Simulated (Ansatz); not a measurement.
C4H10O2, triplet, at the geometry of the source list (a higher spin typed on purpose: for a closed-shell molecule this is an excited state). Base run: B3LYP/6-31G* (Ansatz, a quantum-chemistry and plane-wave program).

Geometry (Å):
```xyz
16

C      2.7137     0.6986    -0.0280
O      1.4412     0.3454     0.4429
C      0.7290    -0.4610    -0.4620
C     -0.6742    -0.7052     0.0744
O     -1.4770     0.4184    -0.1890
C     -2.7611     0.3114     0.3637
H      3.3336    -0.1909    -0.2048
H      3.1708     1.3131     0.7443
H      2.6505     1.2701    -0.9625
H      1.2456    -1.4271    -0.5916
H      0.6555     0.0323    -1.4420
H     -1.1036    -1.5966    -0.4134
H     -0.6152    -0.8911     1.1566
H     -3.2986    -0.5559    -0.0434
H     -2.7202     0.2142     1.4558
H     -3.2899     1.2242     0.0991
```
Charge 0, spin multiplicity 3.
Orbitals are unrestricted.
All else is at Ansatz's defaults.

Variants of this job, named by their change:

```csv
change,basis functions,E (Eh)
base,110,-308.56262
basis = x2c-SVPall; relativity = none,134,-308.35035
basis = x2c-SVPall; relativity = spin-free X2C,134,-308.51457
basis = cc-pVDZ-DK; relativity = none,134,-308.58249
basis = x2c-SVPall; relativity = spin-free X2C; nucleus = Gaussian,134,-308.51453
basis = ANO-RCC-VDZP; relativity = none,134,-308.72342
basis = cc-pVDZ-DK; relativity = spin-free X2C; nucleus = Gaussian,134,-308.75696
basis = ANO-RCC-VDZP; relativity = spin-free X2C,134,-308.90536
basis = cc-pVDZ-DK; relativity = spin-free X2C,134,-308.75700
basis = ANO-RCC-VDZP; relativity = spin-free X2C; nucleus = Gaussian,134,-308.90531
```

Total energies compare only within one method and basis.

Ansatz warned in this series: the basis is contracted for relativity, which the run leaves out.

Basis sets contracted for a relativistic Hamiltonian are a mismatch without it, so the rows without relativity aren't non-relativistic limits. No row has spin-orbit coupling; sets with core potentials leave out the core electrons.
